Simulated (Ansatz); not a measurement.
Consider the formal exchange of groups at the Se–C bond: `[SiH3]CC[SeH]` + `C=NC` → `C/N=C/[SeH]` + `CC[SiH3]`.

Gas-phase electronic energies from Ansatz, PBE0-D4/def2-TZVP geometries. CBS: MP2 limit from def2 TZ/QZ plus the TZ coupled-cluster correction, frozen cores. DFT in def2-TZVPP. B3LYP here is the variant with VWN-RPA as its local correlation; programs differ in this. For Se outer-core shells are correlated without core-valence functions, which leaves a few kJ/mol of doubt a bond. Scalar relativity is left out up to krypton. One conformer a species, not always the lowest.

```
             level  ΔE (kcal/mol)  difference from CCSD(T)/CBS
            PBE-D4           -6.2                         -2.9
         r2SCAN-D4           -6.2                         -2.9
           PBE0-D4           -5.2                         -1.9
          B3LYP-D4           -5.1                         -1.8
           ωB97X-V           -4.2                         -0.9
           ωB97M-V           -4.1                         -0.8
            B2PLYP           -5.0                         -1.7
               PBE           -6.5                         -3.2
            r2SCAN           -6.3                         -3.0
              PBE0           -5.5                         -2.2
             B3LYP           -5.6                         -2.3
     HF/def2-TZVPP           -3.1                          0.2
    MP2/def2-TZVPP           -4.1                         -0.8
SCS-MP2/def2-TZVPP           -3.7                         -0.4
   CCSD/def2-TZVPP           -3.2                          0.1
CCSD(T)/def2-TZVPP           -3.5                         -0.2
     HF/def2-QZVPP           -3.2                          0.1
    MP2/def2-QZVPP           -4.0                         -0.7
SCS-MP2/def2-QZVPP           -3.6                         -0.3
      HF/CBS(def2)           -3.2                          0.1
     MP2/CBS(def2)           -3.9                         -0.6
    CCSD/CBS(def2)           -3.0                          0.3
       CCSD(T)/CBS           -3.3                            0
```

Largest T1 diagnostic among the species: 0.011.

From PBE to PBE0 (25 % exact exchange), in def2-TZVPP and without D4, ΔE moves by +1.0 kcal/mol.
